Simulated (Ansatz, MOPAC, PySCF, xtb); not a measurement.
Noncovalent pair: H2O (SMILES O) (first 3 atoms) with ClH3Si (SMILES [SiH3]Cl); geometry from B3LYP-D3(BJ)/def2-TZVP, rigid monomers moved along the line of their centres of mass till O1···Si4 is 4.47 Å.
(charge 0, multiplicity 1):
| atom | x (Å) | y (Å) | z (Å) |
|---|---|---|---|
| O | 0.0965 | -0.3812 | 0.0761 |
| H | 0.7854 | -0.9540 | -0.2767 |
| H | 0.5661 | 0.3263 | 0.5339 |
| Si | -0.4031 | -0.8391 | 4.4923 |
| Cl | 0.9802 | 0.7166 | 4.4121 |
| H | -0.6658 | -1.0826 | 5.9257 |
| H | 0.1988 | -2.0351 | 3.8792 |
| H | -1.6334 | -0.4161 | 3.8061 |

Counterpoise-corrected where a basis set is named; no monomer relaxation. Rows marked so take none.

Rows in 3-21G carry no dispersion term and start afresh at each structure. The state that PM3 reach isn't checked.

Run with Ansatz (a first-principles code); MOPAC for PM3 (differences of heats of formation); PySCF for 3-21G rows; xtb for the GFN methods. Values without a source in brackets are computed.

Task: One of these levels gives -37.6 meV for the interaction energy. Which one is it?
A. PBE/def2-TZVPPD
B. PM3
C. GFN2-xTB
D. HF/3-21G (no counterpoise)

Result: A, PBE/def2-TZVPPD. The others give -14.1 (PM3), -50.6 (GFN2-xTB), -82.7 (HF/3-21G (no counterpoise))
